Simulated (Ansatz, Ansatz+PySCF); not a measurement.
```xyz
4

C     0.0000    0.0000   -0.6043
C     0.0000    0.0000    1.8128
H     0.0000    0.0000   -1.6792
H     0.0000    0.0000    2.8878
```

Basis set: cc-pVDZ (spherical functions). Frozen core: 2 orbitals. Charge 0, multiplicity 1.

Computed with Ansatz (development build ahead of 0.2.0); each method stands on the lowest determinant of its kind that the runs found. Restricted open shells among the atoms or ions are ROHF, correlated in semicanonical orbitals with singles. Restricted functionals stand beside restricted open-shell atoms, which can lie above the unrestricted atoms usual in DFT and then raise those values.

Question: Give the atomization energy at this shape (free ground-state atoms in the same class of orbitals less the molecule, no zero-point energy) of singlet C2H2 by ωB97X (unrestricted), r²SCAN (unrestricted), PBE0 (unrestricted), ωB97X (restricted), PBE (unrestricted), r²SCAN (restricted), PBE (restricted), PBE0 (restricted), UHF-CCSDT(Q), UHF-CCSD(T), RHF-CCSD(T), UHF-MP2, RHF-MP2, UHF, RHF.

Answer:

```
               method  atomization energy
 ωB97X (unrestricted)        630.0 kJ/mol
r²SCAN (unrestricted)        700.2 kJ/mol
  PBE0 (unrestricted)        655.3 kJ/mol
   ωB97X (restricted)        417.9 kJ/mol
   PBE (unrestricted)        678.4 kJ/mol
  r²SCAN (restricted)        463.0 kJ/mol
     PBE (restricted)        539.7 kJ/mol
    PBE0 (restricted)        452.6 kJ/mol
         UHF-CCSDT(Q)        595.0 kJ/mol
          UHF-CCSD(T)        580.1 kJ/mol
          RHF-CCSD(T)        541.2 kJ/mol
              UHF-MP2        589.0 kJ/mol
              RHF-MP2        378.7 kJ/mol
                  UHF        525.4 kJ/mol
                  RHF         -5.6 kJ/mol
```

Caution for ωB97X (unrestricted), PBE0 (unrestricted), UHF-CCSDT(Q), UHF-CCSD(T), UHF-MP2, UHF: the determinant breaks the point group. Caution for ωB97X (unrestricted), PBE0 (unrestricted), PBE (unrestricted), UHF-CCSDT(Q), UHF-CCSD(T), UHF-MP2, UHF: the unrestricted determinant is a mixture of spin states. Caution for r²SCAN (unrestricted): the unrestricted determinant is spin contaminated. Caution for ωB97X (restricted), r²SCAN (restricted), PBE (restricted), PBE0 (restricted), RHF-CCSD(T), RHF-MP2, RHF: an unrestricted determinant lies well below. Caution for UHF-CCSDT(Q), UHF-CCSD(T), UHF-MP2: bonds are stretched, where a single reference can fail. Caution for UHF-CCSD(T): the program doubts this total. Caution for RHF-CCSD(T), RHF-MP2: large amplitudes, a single reference is doubtful. Caution for RHF-CCSD(T): the amplitudes may be one of several solutions.
